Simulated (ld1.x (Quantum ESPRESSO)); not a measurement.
# Co (Z = 27), PAW: configuration errors across variants

ld1.x (Quantum ESPRESSO) 7.5 input, shortened:

```
&input
   title='Co', zed=27., rel=0, dft='PZ', iswitch=3,
   config='[Ar] 3d7 4s2 4p0'
 /
 &inputp
   pseudotype=3, lpaw=.true., tm=.true., lloc=-1, rcloc=1.00,
   nlcc=.true., new_core_ps=.true.,
   which_augfun='BESSEL', rmatch_augfun=1.15
 /
6
4S  1  0   2.00   0.00  1.70  2.15  0.0
4S  1  0   0.00   1.00  1.70  2.15  0.0
3P  2  1   6.00   0.00  1.15  1.35  0.0
4P  3  1   0.00   0.00  1.15  1.35  0.0
3D  3  2   7.00   0.00  1.45  1.60  0.0
3D  3  2   0.00  -0.10  1.45  1.60  0.0
 &test
   configts(1)='3p6 3d7 4s2 4p0'
 /
```

All-electron excitation energies from the reference (eV): (1) 3p6 3d7 4s1 4p0 9.143; (2) 3p6 3d7 4s0 4p0 25.976; (3) 3p6 3d6 4s0 4p0 62.395; (4) 3p6 3d8 4s1 4p0 -1.581; (5) 3p6 3d5 4s0 4p0 118.368; (6) 3p5 3d7 4s2 4p0 72.936; (7) 3p6 3d8 4s0 4p0 6.172; (8) 3p6 3d7 4s2 4p0 spin -1.997; (9) 3p6 3d7 4s1 4p0 spin 6.564.

Spin tests fill each open shell by Hund’s rule, majority spin first.

The default core radius of the base comes out at 0.37 bohr.

The overlap operator is not positive definite (basis up to 400 Ry) in “base”, “core correction Bessel-smoothed model core inside 1.42 bohr”, “waves 4s (bound): rcut 1.70, rcutus 2.24 bohr; 4s channel at 1 Ry: rcut 1.70, rcutus 2.24 bohr”, “waves 3d (bound): rcut 1.36, rcutus 1.44 bohr; 3d channel at -0.1 Ry: rcut 1.36, rcutus 1.44 bohr”, “augmentation PSQ, inside the norm-conserving radii”, “wave 3d channel at -0.1 Ry: rcut 1.45, rcutus 1.60 bohr becomes 3d channel at 0.21 Ry: rcut 1.45, rcutus 1.60 bohr”, “local potential all-electron potential smoothed inside 1.10 bohr (lloc = -1)”. Such files are unfit for use, however small their errors in these radial tests.

2 further variants failed, have other tests or another functional or relativity, and are left out.

A true bound ghost makes a file unfit for plane-wave use even where its test errors are small: the radial tests pick states by their node count and pass the ghost by.

Errors AE − PS in meV (a dash: test not solved or not reliable):

| change | (1) | (2) | (3) | (4) | (5) | (6) | (7) | (8) | (9) | bound ghosts |
| --- | --- | --- | --- | --- | --- | --- | --- | --- | --- | --- |
| base | +4.3 | +38 | +91 | -1.5 | +161 | -7.2 | +6.9 | -3.4 | +1.0 | s (p not tested, overlap not positive) |
| core correction Bessel-smoothed model core inside 1.42 bohr | +4.2 | +37 | +89 | -1.9 | +160 | -6.2 | +5.9 | -3.7 | -0.8 | s (p not tested, overlap not positive) |
| waves 4s (bound): rcut 1.70, rcutus 2.24 bohr; 4s channel at 1 Ry: rcut 1.70, rcutus 2.24 bohr | +9.1 | +78 | +156 | +8.5 | +275 | -13 | +39 | -3.5 | +5.6 | s (p not tested, overlap not positive) |
| waves 3p (bound): rcut 0.86, rcutus 0.92 bohr; 4p (bound): rcut 0.86, rcutus 0.92 bohr | +3.1 | +30 | -26 | +7.9 | -244 | -15 | +29 | -3.2 | -0.1 | s |
| waves 3d (bound): rcut 1.36, rcutus 1.44 bohr; 3d channel at -0.1 Ry: rcut 1.36, rcutus 1.44 bohr | +3.8 | +35 | +136 | -4.0 | +395 | -10 | -0.5 | -2.8 | +2.1 | s (p not tested, overlap not positive) |
| augmentation PSQ, inside the norm-conserving radii | +0.6 | +2.0 | +100 | +57 | +568 | +125 | +90 | -0.5 | +0.7 | s (p not tested, overlap not positive) |
| wave 3d channel at -0.1 Ry: rcut 1.45, rcutus 1.60 bohr becomes 3d channel at 0.21 Ry: rcut 1.45, rcutus 1.60 bohr | +4.7 | +40 | +69 | +3.5 | +81 | -16 | +18 | -3.3 | +0.9 | s (p not tested, overlap not positive) |
| local potential all-electron potential smoothed inside 1.10 bohr (lloc = -1) | -24 | -173 | -429 | -47 | -1183 | -51 | -120 | -5.3 | -21 | s (p not tested, overlap not positive) |

(1) Give the same row for: local potential all-electron potential smoothed inside 2.10 bohr (lloc = -1).

## Answers

(1) +0.2, +1.1, –, -8.1, –, –, -14, -3.8, -3.4; bound ghosts: none. Not counted: 3p5 3d7 4s2 4p0 (solver errors, printed error -2461 eV); 3p6 3d6 4s0 4p0 (solver errors, printed error -2241 eV); 1 more.
